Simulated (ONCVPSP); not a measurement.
# Scattering properties, ONCV potential for V (Z = 23)

* Element: V
* Generator: ONCVPSP 4.0.1
* Type: optimised norm-conserving Vanderbilt (ONCV)
* Functional: PW91
* Relativity: scalar-relativistic
* Frozen core: [Ar]
* Valence charge: 5
* Reference configuration: 3d3 4s1 4p1
* Partial waves: 4s: rc 3.00 bohr, ncon 3, nbas 7, qcut 1.7 1/bohr, 1 projector; 4p: rc 3.00 bohr, ncon 4, nbas 7, qcut 2.2 1/bohr, 2 projectors, debl 0.3 Ha; 3d: rc 1.70 bohr, ncon 3, nbas 7, qcut 8.2 1/bohr, 1 projector
* Local potential: polynomial inside 1.70 bohr (lpopt 5, dvloc0 1 Ha)
* Core correction: Teter function, fcfact 2.5, rcfact 1.4

The phase is arctan(r·R′/R) of the radial function R(r), unwrapped; energies in Ha, scanned from -2 to 5 Ha. A pole is an energy at which the radial function vanishes at the test radius. The pseudo phase is shifted by a multiple of π to meet the all-electron one at the reference energy, and phase errors are pseudo minus all-electron; the curves can meet again beyond the range given. Levels narrower than the energy grid can be missing from the lists of poles. n/a: not evaluated, since a narrow level or a reset projector energy made the automatic matching unsafe.

Question: For each channel, where are the poles, and over which energies does the pseudopotential scatter like the atom?

Answer:

```tsv
channel	radius (bohr)	reference energy (Ha)	poles, all-electron	poles, pseudo	unbroken range about the reference energy with phases within 0.05 rad	phase error 1 Ha above the reference energy (rad)
s	3.05	-0.21	0.43, 3.41	0.52, 3.00	below -0.1	+0.041
p	3.05	-0.08	0.82, 3.79	0.81, 2.00, 4.71	n/a	n/a
d	1.73	-0.24	0.33	0.37	below 0.8	+0.044
```

Note: ghosts flagged at negative energy: s at -2.74 eV; no localised positive-energy state flagged. A true bound ghost makes a file unfit for plane-wave use.

Phases in the d channel:

```tsv
E (Ha)	all-electron	pseudo
-1.98	1.124	1.135
-1.62	1.032	1.048
-1.26	0.864	0.888
-0.90	0.472	0.508
-0.54	-0.456	-0.439
-0.18	-1.193	-1.193
0.18	-1.493	-1.482
0.54	-1.659	-1.631
0.90	-1.793	-1.736
1.26	-1.944	-1.833
1.62	-2.169	-1.941
1.98	-2.593	-2.085
2.34	-3.319	-2.304
2.70	-3.918	-2.671
3.06	-4.218	-3.211
3.42	-4.376	-3.718
3.78	-4.472	-4.039
4.14	-4.537	-4.226
4.50	-4.585	-4.343
4.86	-4.624	-4.422
```
